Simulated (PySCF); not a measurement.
Q: What does the PBE0-D3(BJ)/def2-SVP structure of `[C@H]1(C[C@H](OCO1)F)CC(F)(F)F` look like in three dimensions?

A: 
Z-matrix in Å and degrees, rows numbered from 1:
```
F 
C   1  1.3800
C   2  1.5187  1  108.44
C   3  1.5235  2  109.57  1   -71.85
C   4  1.5175  3  115.17  2  -170.05
C   5  1.5042  4  115.11  3   -69.37
F   6  1.3411  5  112.26  4    65.70
F   6  1.3340  5  110.91  4  -174.54
F   6  1.3380  5  111.75  4   -54.59
O   4  1.4151  3  108.86  2   -51.55
C  10  1.3869  4  111.78  3    58.31
O   2  1.3784  1  109.77  3  -122.48
H   2  1.1008  1  107.51  3   121.86
H   3  1.0981  2  109.60  1    50.90
H   3  1.1012  2  108.31  1   168.91
H   4  1.1085  3  108.76  2    67.35
H   5  1.0996  4  108.03  3   170.70
H   5  1.1001  4  110.38  3    53.41
H  11  1.0969 10  107.76  4  -178.74
H  11  1.1084 10  110.41  4    60.79
```

Of the pairs four or more bonds apart, F7···H14 is among the closest relative to their van der Waals radii: 2.46 Å, 92 % of the sum of Bondi's values. The 6-membered ring C2–C3–C4–O10–C11–O12 has internal angles of 108.9° to 113.2°; it is puckered, 0.22 Å rms from its mean plane, widest ring torsion 61°. The 4 C–F bonds span 1.334 Å (C6–F8, drawn single) to 1.380 Å (F1–C2, drawn single), a spread of 0.046 Å. The C–O distances run from 1.378 Å (C2–O12, drawn single) to 1.415 Å (C4–O10, drawn single), a spread of 0.037 Å.

Theory: PBE0-D3(BJ)/def2-SVP geometry optimisation, gas phase in PySCF.

Point group: C1 (no symmetry element, even within 0.4 Å). No PBE0-D3(BJ)/def2-SVP frequencies stand behind this structure, so it isn't proved a minimum. The numbers are those of one conformer (C3–C4–C5–C6 -69°, F1–C2–C3–C4 -72°, C2–C3–C4–C5 -170°, C3–C4–O10–C11 58°, C4–O10–C11–O12 -61°).
